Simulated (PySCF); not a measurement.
Ti(OH)4 (H₄O₄Ti), SMILES [Ti]([OH])([OH])([OH])[OH], multiplicity 1.

Geometry: B3LYP-D3(BJ)/def2-SVP. The multiplicity is an assumed one; other spin states were not compared. The isomer is the one that the SMILES or the coordinates give; other isomers of the formula were not compared. The values are those of a single conformer.

Computed with PySCF with M06-2X/def2-TZVP.

The molecule is in vacuum.

The total energy comes out as -1152.96173 hartree, the point group is S4 and the highest occupied level is -10.77 eV. The lowest empty level is -0.03 eV and the orbital gap is 10.75 eV. The dipole moment is 0.000 e·Å, the quadrupole, principal values (traceless, Buckingham form, about the centre of nuclear charge) comes out as -14.79, 7.40, 7.40 D·Å and the mean static polarisability is 46.9 bohr³ (6.94 Å³). The polarisability, principal values is 43.0, 48.8, 48.8 bohr³.
